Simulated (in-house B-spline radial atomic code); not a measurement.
Computed with a B-spline radial atomic code. Model: two electrons, singlet ground state, non-relativistic, full CI in B-splines with partial waves to l = 8 (at full coupling up to 3e-4 hartree above the limit, correlation up to 0.6 % small), density held at that of full coupling by Lieb maximisation.

W(λ) is the mean repulsion in the state of coupling λ less the Hartree energy of the fixed density. Its start is exact exchange, its initial slope is twice the second-order Görling-Levy correlation energy, and its area from 0 to 1 is E_xc. A straight curve means weak, dynamic correlation, and a curve that drops fast and flattens means strong correlation.

Command:
```bash
python run_ac.py task.json out
```
Settings (lengths in bohr, energies in hartree):
```
potential              coulomb
strength               4.01
lmax                   8
wall_radius            0.819
```

Run time, properties included: 1.5 s on 1 thread of Intel(R) Xeon(R) Processor @ 2.30GHz (shared host).

**W = mean repulsion less Hartree energy, and W of three functionals.**

Given: confinement point charge; nuclear charge 4.01; hard wall radius 0.819 bohr; external potential -Z/r.

Computed: PBE exchange minus exact 102.48 millihartree; SCAN exchange minus exact 11.01 millihartree.

| coupling | W xc (hartree) | W xc minus exchange (millihartree) | kinetic minus Kohn-Sham (millihartree) | LDA (PW92) W minus its exchange (millihartree) | PBE W minus its exchange (millihartree) | SCAN W minus its exchange (millihartree) |
| --- | --- | --- | --- | --- | --- | --- |
| 0 | -2.8942 | 0 | 0 | 0 | 0 | 0 |
| 0.02 | -2.8961 | -1.861 | 0 | -14.51 | -2.27 | -1.9 |
| 0.05 | -2.8988 | -4.641 | 0.1 | -30.69 | -5.7 | -4.71 |
| 0.12 | -2.9053 | -11.075 | 0.7 | -61.13 | -13.71 | -11.16 |
| 0.25 | -2.917 | -22.831 | 2.8 | -106.2 | -28.49 | -22.84 |
| 0.4 | -2.9303 | -36.092 | 7.1 | -149.05 | -45.26 | -35.89 |
| 0.6 | -2.9475 | -53.286 | 15.7 | -197.58 | -67.06 | -52.69 |
| 0.8 | -2.9642 | -69.945 | 27.4 | -239.75 | -88.16 | -68.88 |
| 1 | -2.9803 | -86.091 | 41.9 | -277.44 | -108.55 | -84.51 |
| 1.4 | ? | ? | ? | ? | ? | ? |
| 2 | ? | ? | ? | ? | ? | ? |
| 3 | -3.1179 | -223.71 | 310.5 | -535.97 | -279.23 | -217.32 |
| 4.5 | -3.1989 | -304.72 | 612.3 | -663.12 | -377.75 | -296.32 |
| 7 | -3.305 | -410.8 | 1215.9 | -817.82 | -506.27 | -401.76 |
| 10 | -3.4 | -505.76 | 2016 | -950.93 | -622.43 | -498.56 |

What belongs in the row 1.4?

W xc (hartree): -3.0111; W xc minus exchange (millihartree): -116.94; kinetic minus Kohn-Sham (millihartree): 78.8; LDA (PW92) W minus its exchange (millihartree): -343.26; PBE W minus its exchange (millihartree): -147.29; SCAN W minus its exchange (millihartree): -114.28.

What belongs in the row 2?

W xc (hartree): -3.0541; W xc minus exchange (millihartree): -159.87; kinetic minus Kohn-Sham (millihartree): 151.7; LDA (PW92) W minus its exchange (millihartree): -425.73; PBE W minus its exchange (millihartree): -200.73; SCAN W minus its exchange (millihartree): -155.66.

What is the LDA exchange minus exact?

422.12 millihartree.

**Energy parts, natural occupations and partial-wave weights.**

Computed: total energy -11.5910 hartree; exchange energy -2.8942 hartree; correlation energy -0.044194 hartree; kinetic part of the DFT correlation energy 0.041897 hartree; initial slope twice GL2 -0.093191 hartree; kinetic part over minus potential part 0.48666; Lieb Oxford ratio E_xc over LDA exchange 1.1886.

```tsv
natural	occupation of the shell (electrons)
s	1.9978
p	?
s	0.00034445
d	8.627e-05
p	3.3086e-05
f	1.1713e-05
```

What belongs in the row p?

occupation of the shell (electrons): 0.0016562.

```csv
wave,weight
s,0.9991
p,?
d,4.6401e-05
f,6.6467e-06
g,1.5788e-06
```

What belongs in the row p?

weight: 0.00084575.

What is the Hartree energy?

5.7884 hartree.

What is the Kohn-Sham kinetic?

21.088 hartree.

Half-way to full coupling W has made 52 % of its drop, against 50 % for a straight line, and second-order (GL2) theory, half the initial slope, overshoots the correlation energy by about 5 %: correlation is weak here. Over couplings 0 to 1 the errors in E_xc come to about +302 millihartree for LDA, +91 millihartree for PBE, +12 millihartree for SCAN, so SCAN is nearest. In LDA and PBE the errors of exchange and correlation have opposite signs, so the sum is smaller than the larger of the two.
